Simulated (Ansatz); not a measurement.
Total energies of In₁₂P₁₂H₃₀, a nanocrystal cut from wurtzite InP (hydrogen-capped) from Ansatz at PBE0-D4/def2-SVP, gas phase (1 Eh = 27.2114 eV = 2625.5 kJ/mol). The reference geometry is relaxed at PBE-D4/def2-SVP.

Cartesian coordinates in Å:
```
In -0.4507 3.5851 -3.4386
P -2.6417 2.1849 -4.0692
In 2.4260 3.3728 -0.8599
P 2.2199 3.7321 1.7420
P 0.3466 2.0615 -1.4732
In -1.2594 2.1179 0.5412
In -3.3416 0.0210 -2.8041
P -3.3144 0.7346 -0.3231
In 1.6594 1.8134 3.4581
P -0.3499 0.6448 2.4499
In -1.8727 0.6916 4.5710
In -4.0191 -1.3586 1.0140
P -3.9835 -0.5431 3.4851
P 4.3380 1.5613 -0.7988
In 1.0791 -0.2792 -2.2638
P -1.2051 -1.4275 -2.8534
In 4.1513 -0.7405 0.4694
P 3.6863 0.2357 2.8719
P 1.9139 -1.6755 -0.2652
In 0.3600 -1.7426 1.7892
In -1.8163 -3.6164 -1.6283
P -1.8535 -2.7481 0.8027
In 2.7492 -4.0474 -0.9695
P 0.3772 -5.0119 -1.7455
H -1.0653 5.0780 -2.7868
H 0.6117 3.3602 -4.7994
H -3.8049 3.0201 -4.0817
H -2.6564 1.8428 -5.4598
H 2.9688 4.8251 -1.6481
H 1.1647 4.6859 1.8989
H 3.2864 4.5564 2.2290
H -1.7210 3.7264 1.0401
H -4.8016 -0.7264 -3.3829
H -4.4495 1.6046 -0.2101
H 1.7719 2.3894 5.0954
H -2.4189 2.3222 4.8427
H -1.2593 -0.4473 5.7361
H -5.4940 -2.1370 0.5202
H -5.1791 0.2264 3.6566
H -4.3861 -1.6703 4.2712
H 5.6125 2.1724 -0.5616
H 4.5554 1.2097 -2.1688
H 2.1701 -0.2623 -3.6272
H -1.1009 -1.8280 -4.2270
H 5.6633 -1.5991 0.4280
H 4.8965 0.7163 3.4705
H 3.5118 -0.9127 3.7078
H 0.9737 -2.6972 3.1163
H -3.2425 -4.4449 -2.1804
H -2.1308 -3.9241 1.5762
H 3.6647 -3.9139 -2.4443
H 3.1384 -4.9601 0.4611
H 0.4381 -5.5259 -3.0808
H 0.0832 -6.2525 -1.0933
```

| state | geometry | energy (Eh) |
| --- | --- | --- |
| charge 0 singlet | reference | -6393.64325 |
| charge 1 doublet | reference | -6393.36869 |
| charge -1 doublet | reference | -6393.66699 |
| free In atom (doublet) | – | -190.10951 |
| free P atom (quartet) | – | -341.02153 |
| free H atom (doublet) | – | -0.50029 |

In the def2 sets In takes a core potential; there is no spin–orbit coupling. Single mean-field runs in def2-SVP are fitted with def2-universal-jkfit.

Task: Work out the vertical ionisation energy to the doublet.

Result: E(charge 1 doublet) − E(charge 0 singlet) = -6393.36869 − (-6393.64325) = 0.27456 Eh = 7.47 eV. For comparison, −ε of the highest occupied level is 6.50 eV at this level, 0.97 eV less.

Task: Work out the vertical electron affinity, to the doublet.

Result: E(charge 0 singlet) − E(charge -1 doublet) = -6393.64325 − (-6393.66699) = 0.02374 Eh = 0.65 eV. The basis lacks diffuse functions, which makes affinities too small.

Task: Give the fundamental gap IE − EA, the Mulliken electronegativity (IE + EA)/2 and the hardness (IE − EA)/2.

Result: From the values in Eh: IE − EA = 0.27456 − 0.02374 = 0.25082 Eh = 6.83 eV; (IE + EA)/2 = 4.06 eV; (IE − EA)/2 = 3.41 eV. The HOMO–LUMO gap of the same run is 5.08 eV, 1.75 eV smaller than the fundamental gap.

Task: What is the binding energy per atom against free atoms?

Result: Atoms: 12 × (-190.10951) + 12 × (-341.02153) + 30 × (-0.50029) = -6388.58118 Eh. Binding: -6388.58118 − (-6393.64325) = 5.06207 Eh = 137.75 eV, or 2.55 eV for each of 54 atoms (no zero-point energy, no counterpoise term).

At PBE0-D4/def2-SVP the highest occupied level of the charge -1 doublet lies above zero (up to 0.27 eV). By energy differences its removal costs 0.65 eV (vertical, to the charge 0 singlet, at PBE0-D4/def2-SVP); self-interaction error and the lack of diffuse functions both raise the level.
